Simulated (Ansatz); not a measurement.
Calculated with Ansatz (gas phase, PBE0-D4/def2-TZVP geometries, no zero-point term in ΔE). CBS: MP2 limit from def2 TZ/QZ plus the TZ coupled-cluster correction, frozen cores. This one scheme is used for every species. DFT in def2-TZVPP. One conformer a species, not always the lowest.

`BB(N)[SiH3]` + H₂ → `BBN` + SiH₄  (hydrogenolysis of a B–Si bond)

`BB(N)[SiH3]`:

Cartesian coordinates in Å:
```
B -0.823 -1.573 -0.320
B 0.226 -0.407 0.174
N 1.423 -0.464 0.879
Si -0.405 1.459 -0.385
H -0.766 -2.049 -1.421
H -1.788 -1.871 0.329
H 1.834 -1.323 1.206
H 1.968 0.349 1.115
H -0.520 1.599 -1.864
H 0.583 2.475 0.092
H -1.731 1.807 0.197
```

H₂:

Z-matrix (Å, degrees):
```
H
H 1 0.746
```

`BBN`:

Cartesian coordinates in Å:
```
B 0.881 -0.232 1.072
B 0.165 -0.120 -0.425
N -1.097 0.360 -0.758
H 1.587 0.636 1.510
H 0.817 -1.228 1.740
H 0.845 -0.515 -1.346
H -1.439 0.384 -1.704
H -1.759 0.715 -0.090
```

SiH₄:

Cartesian coordinates in Å:
```
Si 0.000 0.000 0.000
H 0.002 -0.281 1.458
H 1.398 0.158 -0.475
H -0.756 1.250 -0.262
H -0.643 -1.128 -0.721
```

Task: Is it downhill or uphill in electronic energy at CCSD(T)/CBS, and by how much? (Estimate.)

Result: Ansatz gave: Downhill: ΔE = -7.0 kcal/mol.

Task: What do these levels give: LDA (SPW92), r2SCAN0-D4, CAM-B3LYP-D4, BHLYP, LC-ωPBE, CCSD/CBS(def2)? (Best estimate.)

Result: Computed: LDA (SPW92) -3.1, r2SCAN0-D4 -6.5, CAM-B3LYP-D4 -8.9, BHLYP -11.7, LC-ωPBE -8.2, CCSD/CBS(def2) -8.6 kcal/mol.

Largest T1 diagnostic among the species: 0.014.

In def2-TZVPP, CCSD(T) changes the Hartree–Fock value by +8.6 kcal/mol (the triples alone add +1.6 kcal/mol) and MP2 by +8.8 kcal/mol. At CCSD(T), def2-SVP lies −2.1 kcal/mol from the extrapolated value and def2-TZVPP −0.6 kcal/mol.
